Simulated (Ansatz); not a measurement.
Ge2O2H4⁺, that is cyclo-(H2GeO)2 with one electron fewer. The state is a doublet with charge 1. Geometry PBE-D4/def2-SVP, that of the neutral singlet; atoms count from 1.

```xyz
8

Ge    0.0740    1.1227    0.6688
H    -0.2473    1.2320    2.1837
H     0.4911    2.4712    0.0225
O     1.2280   -0.2465    0.2781
Ge   -0.0739   -1.1227   -0.6688
H    -0.4912   -2.4709   -0.0222
H     0.2473   -1.2324   -2.1837
O    -1.2279    0.2467   -0.2783
```

(1) Estimate the Mulliken populations from the PBE0/def2-TZVP orbitals of Ansatz.

(2) Where does the spin sit?

(3) And the Mayer bond orders between bonded heavy atoms (over 0.3)?

## Answers

(1) 
| atom | charge (e) | spin (α − β) |
| --- | --- | --- |
| Ge1 | 0.58 | -0.04 |
| H2 | 0.16 | 0.12 |
| H3 | 0.16 | 0.12 |
| O4 | -0.40 | 0.31 |
| Ge5 | 0.58 | -0.04 |
| H6 | 0.16 | 0.12 |
| H7 | 0.16 | 0.12 |
| O8 | -0.40 | 0.31 |
Mulliken values and Mayer orders depend strongly on the basis.

(2) Summed by element: Ge -0.09, H 0.47, O 0.61, of 1 unpaired in all. Largest on single atoms: O4 0.31, O8 0.31, H2 0.12.

(3) Ge1–O4 0.91 (1.83 Å); Ge1–O8 0.91 (1.83 Å); O4–Ge5 0.91 (1.83 Å); Ge5–O8 0.91 (1.83 Å).
